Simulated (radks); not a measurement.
Q: Species: Rh8+. Configuration: [Kr] 4d1 (the NIST ground configuration). Method: Dirac Kohn-Sham, relativistic LDA (MacDonald-Vosko exchange, VWN5 correlation), spin-unpolarised, spherical densities, finite nucleus; open shells fill j = l - 1/2 first; Fermi nuclear charge, rms radius 4.4945 fm; computed with a radial shooting solver on a logarithmic mesh with Libxc functionals.

Spin-orbit splittings of the eigenvalues, e(l+1/2) - e(l-1/2), with zeta = 2 splitting/(2l+1) and mean radii in bohr:

| shell | occ. | splitting (eV) | zeta (eV) | <r> j=l-1/2 | <r> j=l+1/2 |
|---|---|---|---|---|---|
| 2p | 6 | 143.4 | 95.57 | 0.1205 | 0.1254 |
| 3p | 6 | 24.82 | 16.55 | 0.3830 | 0.3937 |
| 3d | 10 | 4.940 | 1.976 | 0.3670 | 0.3705 |
| 4p | 6 | 4.706 | 3.138 | 0.9805 | 1.002 |
| 4d | 1 | ? | ? | 1.131 | 1.138 |

Estimate the 4d splitting.

A: 0.7457 eV (zeta = 0.2983 eV).
